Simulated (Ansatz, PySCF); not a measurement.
CrFO2, charge +1, singlet, geometry from GFN2-xTB (such geometries of metal compounds can be far from the true shape) (the multiplicity is a formal guess). Base run: PySCF with B3LYP5/def2-SVP.

The PySCF input:
```python
from pyscf import gto, scf, dft

mol = gto.M(
    atom='''
Cr    0.12142624    0.18905534    0.16459684
O     1.30090157   -0.48116846   -0.58007591
O    -0.53573390   -0.80739456    1.14954741
F    -1.00395235    0.64124176   -0.94512179
''',
    basis='def2-svp',
    charge=1,
    verbose=4,
)

mf = dft.RKS(mol)
mf.xc = 'b3lyp5'
mf.kernel()
```

The same geometry, method and basis name were run in Ansatz (a program for electronic structure) and PySCF, at each program's defaults and at the settings that a row names. The base is PySCF at its defaults. Differences at the defaults can come from grids, fitting, cores and function types together.

```csv
code and settings,ΔE vs base (µEh),basis functions,E (Eh),SCF cycles
"PySCF, defaults (exact integrals, its default grid, spherical functions)",0.0,73,-1293.87638,17
"Ansatz, defaults (factorised integrals, its default grid, spherical functions)",-10.5,73,-1293.87639,-
"PySCF, density fitting with def2-universal-jkfit",12.7,73,-1293.87637,17
"PySCF, fine grid",-10.6,73,-1293.87639,17
"Ansatz, high accuracy",-11.8,73,-1293.87639,-
```
